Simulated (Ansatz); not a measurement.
`C[O][Sc]([F])[F]`. Charge 0, multiplicity 1.

```xyz
8

C    -1.2568    0.6189    0.4568
O    -0.0700    0.0446    0.0205
Sc    1.5030   -0.7383   -0.5497
F     3.0800    0.2319   -0.5435
F     1.5124   -2.5018   -1.1133
H    -1.9608   -0.1483    0.7985
H    -1.0736    1.3128    1.2850
H    -1.7343    1.1801   -0.3542
```

Q: What are the harmonic wavenumbers in cm⁻¹ at PBE0-D4/def2-TZVP (Ansatz, finite differences of forces, unscaled)? (Best estimate.)

A: Ansatz gave: 24, 68, 71, 160, 175, 191, 541, 669, 707, 1179, 1180, 1228, 1478, 1489, 1492, 3008, 3075, 3075.

Q: Is this a minimum?

A: Yes, all 18 modes are real.

Q: Give the ideal-gas thermochemistry at 298.15 K and 1 bar (rigid rotor, harmonic oscillator; point group C1, symmetry number 1).

A: Zero-point energy 118.5 kJ/mol; H(298) − E = 141.0 kJ/mol; entropy 379.4 J/(mol·K), of which translation 167.9, rotation 114.6, vibration 96.8; G(298) − E = 27.9 kJ/mol. Modes under 100 cm⁻¹ are hindered rotations or soft bends, so the harmonic entropy is rough.

Q: And at 400, 500, 600, 800 and 1000 K?

A: 
```
T (K)  H − E (kJ/mol)  S (J/mol/K)  G − E (kJ/mol)
  400           151.4        409.5           -12.4
  500           162.8        434.8           -54.6
  600           175.1        457.2           -99.2
  800           201.8        495.5          -194.6
 1000           230.7        527.8          -297.0
```

Q: Rotational constants (cm⁻¹)?

A: 0.1676, 0.07098, 0.05033.
